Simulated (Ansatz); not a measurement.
One geometry of CuSe5, several levels of theory.

```yaml
crystal:
  periodic: [false, false, false]
  atoms:
    - {symbol: Cu, position_ang: [-1.413146, 0.407000, 0.474396]}
    - {symbol: Se, position_ang: [0.326704, -1.224364, -1.786987]}
    - {symbol: Se, position_ang: [-0.176887, 1.906407, 1.640409]}
    - {symbol: Se, position_ang: [1.419510, -1.279441, 0.311320]}
    - {symbol: Se, position_ang: [-1.972676, -0.830333, -1.340011]}
    - {symbol: Se, position_ang: [1.816495, 1.020731, 0.700863]}
basis:
  gaussian: {orbitals: def2-SVP, initial_orbitals: start.molden}
magnetization: {spin_polarized: true, initial_magnetization: 1}
hamiltonian: {xc: {name: LC-wPBE, parameters: {omega: 0.15/bohr}}}
scf: {omitted_lower_state_checks: [starts]}
output: {orbitals: {seedname: orbitals}}
```

The file start.molden holds the orbitals of an earlier run on this structure, at another level or in another basis.

```sh
$ ansatz run in.yaml --threads 4 --pin off --events-out ev --progress --plain --max-ram 4787MiB
```

Shortened log:

```
Functional definition: LC-wPBE
2114 factors; their error is unknown
130 factors; integrals over basis functions are off by at most 1.7e-6 eV
mean field evaluation 1: about -371290.1028 eV, gradient 9.0e0 eV
mean field evaluation 2: about -371290.3031 eV, gradient 2.5e-1 eV
mean field evaluation 4: about -371289.8180 eV, gradient 1.3e-1 eV
mean field evaluation 8: about -371289.8180 eV, gradient 1.5e-5 eV
mean field -371289.81804898 eV, -13644.6491440224 hartree, gradient 1.5e-5 eV, S^2 0.754585; 0 other end points of the search recorded, 0 dependent functions left out
reference -371289.81804904 eV, -13644.6491440244 hartree; 100, 99 occupied and 91, 92 virtual orbitals, 2114 factors
Total energy: -371289.81804904 eV, -13644.6491440244 hartree
Checks for a lower state left out: starts
```

It took 10 s on 4 threads of Arm Neoverse V2 on a shared host, peak host memory 0.58 GiB.

As the first input, with `gaussian: {orbitals: 6-31G}`, `hamiltonian: {xc: hf}` (abridged; 25 s):

```
Functional definition: HF
mean field evaluation 16: about -371055.2324 eV, gradient 2.8e1 eV
mean field -371058.15951214 eV, -13636.1358498173 hartree, gradient 4.3e-6 eV, S^2 0.751285
Total energy: -371058.15951214 eV, -13636.1358498173 hartree
Checks for a lower state left out: starts
```

First input, but with `hamiltonian: {xc: pbe}`, `correlation: {method: rpa, frozen_orbitals: {Cu: 9, Se: 9}}` and without the key `output` (abridged; 11 s):

```
Functional definition: PBE
mean field -371291.31830699 eV, -13644.7042774871 hartree, gradient 2.0e-6 eV, S^2 0.751538
54 core orbitals not correlated: weight in the atoms' cores, before any rotation towards them, 1.000 or more for the frozen orbitals, at most 0.000 for the correlated occupied ones
Total energy: -371121.72101510 eV, -13638.4716919674 hartree
Checks for a lower state left out: starts
```

The first input with `hamiltonian: {xc: pbe0, dispersion: d4}` (abridged; 16 s):

```
Functional definition: PBE0
mean field -371300.99896236 eV, -13645.0600350105 hartree, gradient 2.5e-5 eV, S^2 0.756100
Total energy: -371301.43677829 eV, -13645.0761244489 hartree
Checks for a lower state left out: starts
```

The first input with `hamiltonian: {xc: {name: LC-wPBE, parameters: {omega: 0.3/bohr}}}` (abridged; 25 s):

```
Functional definition: LC-wPBE
mean field -371291.77811612 eV, -13644.7211751612 hartree, gradient 7.3e-6 eV, S^2 0.761050
Total energy: -371291.77811614 eV, -13644.7211751617 hartree
Checks for a lower state left out: starts
```

First input, but with `correlation: {method: mp2, frozen_orbitals: {Cu: 9, Se: 9}}` and without the key `hamiltonian` (abridged; 23 s):

```
Functional definition: HF
mean field -371068.67010702 eV, -13636.5221070547 hartree, gradient 7.0e-6 eV, S^2 0.766779
54 core orbitals not correlated: weight in the atoms' cores, before any rotation towards them, 1.000 or more for the frozen orbitals, at most 0.000 for the correlated occupied ones
second order -40.08388416 eV of doubles, -0.00000000 eV of singles
Total energy: -371108.75399118 eV, -13637.9951626279 hartree
Checks for a lower state left out: starts
```

As the first input, with `gaussian: {orbitals: def2-TZVPD, initial_orbitals: start.molden}`, `hamiltonian: {xc: r2scan, dispersion: d4}` (abridged; 39 s):

```
Functional definition: r2SCAN
mean field -371391.65092900 eV, -13648.3914333380 hartree, gradient 1.5e-5 eV, S^2 0.754485
Total energy: -371391.75506607 eV, -13648.3952603051 hartree
Checks for a lower state left out: starts
```

Geometry: PBE-D4/def2-SVP.

The 6-31G sets use Cartesian d functions. Correlated methods freeze 54 core orbitals; core or outer-core shells of Se are correlated, in sets that lack core-valence functions. The structure comes from a short search, and lower isomers may exist.
